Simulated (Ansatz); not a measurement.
Geometry optimisation, RKS PBE0-D4/6-31G* (Ansatz 0.2.0).

Input:

```yaml
crystal:
  periodic: [false, false, false]
  atoms:
    - { symbol: B, position_ang: [0.041501, -0.260568, 0.005466] }
    - { symbol: Cl, position_ang: [0.040946, -0.752038, 1.773586] }
    - { symbol: H, position_ang: [1.062977, 0.061803, -0.500032] }
    - { symbol: O, position_ang: [-1.08883, -0.394146, -0.704635] }
    - { symbol: H, position_ang: [-1.8256, -0.738962, -0.179909] }
    - { symbol: S, position_ang: [-0.243616, 2.712372, 0.807231] }
    - { symbol: H, position_ang: [-1.489683, 2.565686, 0.323391] }
    - { symbol: H, position_ang: [-0.437594, 1.778553, 1.799301] }
basis:
  gaussian: { orbitals: "6-31G*" }
hamiltonian:
  xc: pbe0
  dispersion: d4
relax:
  f_tol: 0.03
  max_steps: 50
```

Command:

```bash
$ ansatz run input.yaml --threads 1 --pin off --max-ram 2048MiB --backend cpu --events-out ev --progress --plain --runs-dir out
```

Where does it end, and by what steps?

It converged. The force dipped under the threshold on the way, but the program's further checks kept it going. After 22 steps the energy has fallen by 0.098 eV; H8 moved furthest, 0.76 Å.

| step | energy less start (eV) | largest force component (eV/Å) | accepted |
| --- | --- | --- | --- |
| 0 | 0.0000 | 0.710 | yes |
| 1 | -0.0624 | 0.601 | yes |
| 2 | -0.0673 | 0.539 | yes |
| 3 | -0.0837 | 0.159 | yes |
| 4 | -0.0869 | 0.042 | yes |
| 5 | -0.0886 | 0.077 | yes |
| 6 | -0.0896 | 0.090 | yes |
| 7 | -0.0534 | 1.041 | no |
| 8 | -0.0929 | 0.034 | yes |
| 9 | -0.0890 | 0.568 | no |
| 10 | -0.0942 | 0.029 | yes |
| 11 | -0.0948 | 0.094 | yes |
| 12 | -0.0959 | 0.217 | yes |
| 13 | -0.0972 | 0.055 | yes |
| 14 | -0.0974 | 0.061 | yes |
| 15 | -0.0979 | 0.049 | yes |
| 16 | -0.0975 | 0.186 | no |
| 17 | -0.0981 | 0.009 | yes |
| 18 | -0.0978 | 0.133 | no |
| 19 | -0.0981 | 0.044 | yes |
| 20 | -0.0982 | 0.079 | yes |
| 21 | -0.0983 | 0.031 | yes |
| 22 | -0.0984 | 0.020 | yes |

```xyz
8
Properties=species:S:1:pos:R:3
B 0.079 -0.473 -0.065
Cl 0.210 -1.052 1.616
H 1.055 -0.081 -0.619
O -1.083 -0.566 -0.731
H -1.797 -0.925 -0.187
S -0.233 2.642 0.870
H -1.416 3.019 0.354
H -0.754 2.408 2.087
```

Whether the end is a true minimum wasn't checked by a vibrational analysis.

The run took 45 s on 1 thread of INTEL(R) XEON(R) PLATINUM 8581C CPU @ 2.30GHz (Emerald Rapids), on a shared host, peak memory 0.19 GiB.
